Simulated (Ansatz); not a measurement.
# A correction line for MP2/def2-TZVPP: vertical ionisation energy

The vertical ionisation energy (cation less neutral) in eV of 8 molecular compounds of Nb: x at MP2/def2-TZVPP, y at CCSD(T)/def2-TZVPP. Shapes, held fixed at every level: PBE0-D4/def2-TZVP. Flexible molecules stand in one conformer, not always the lowest. Programs: Ansatz 0.2.0.

| molecule | x (eV) | y (eV) |
| --- | --- | --- |
| C2H10NNbO4 (SMILES C[N](C)[Nb]([OH])([OH])([OH])[OH]) | 8.77 | 8.50 |
| CH5ClNNbOS (SMILES C[O][Nb]([NH2])(=[S])[Cl]) | 9.94 | 9.59 |
| C2H8FN2Nb (SMILES C[N]=[Nb]([CH3])([NH2])[F]) | 10.01 | 9.35 |
| C3H10NNbO3 (SMILES C[O][Nb](=[NH])([O]C)[O]C) | 10.04 | 9.63 |
| C2H8ClN2Nb (SMILES C[N]=[Nb]([CH3])([NH2])[Cl]) | 10.13 | 9.40 |
| Nb(NH2)(OH)2O | 10.27 | 10.16 |
| NbCl5 (niobium pentachloride) | 11.49 | ? |
| Nb(OH)3F2 | 12.36 | 11.97 |

Task: Fit y = c + s·x to the known rows and predict y for NbCl5.

Result: 
1. Means of the 7 rows: x = 10.2171, y = 9.800.
2. Σ(Δx)² = 6.8475, Σ(Δx·Δy) = 6.7667, so the slope is 6.7667/6.8475 = 0.9882.
3. Intercept: 9.800 − (0.9882) × 10.2171 = -0.297. The largest residual of the fit is 0.31.
4. NbCl5: -0.297 + 0.9882 × 11.49 = 11.06 eV.

CCSD(T)/def2-TZVPP gives 11.19 eV, so the prediction is off by -0.13 eV, within the largest residual. Uncorrected, MP2/def2-TZVPP misses NbCl5 by +0.30 eV, and the other rows by 0.42 on average. The line removes about 55 % of this miss. Left out in turn, the other rows are missed by 0.23 eV on average. Cations run unrestricted. For atoms past krypton def2 sets carry core potentials with scalar relativity. Outer-core shells of Nb are correlated, in sets that cover them unevenly.
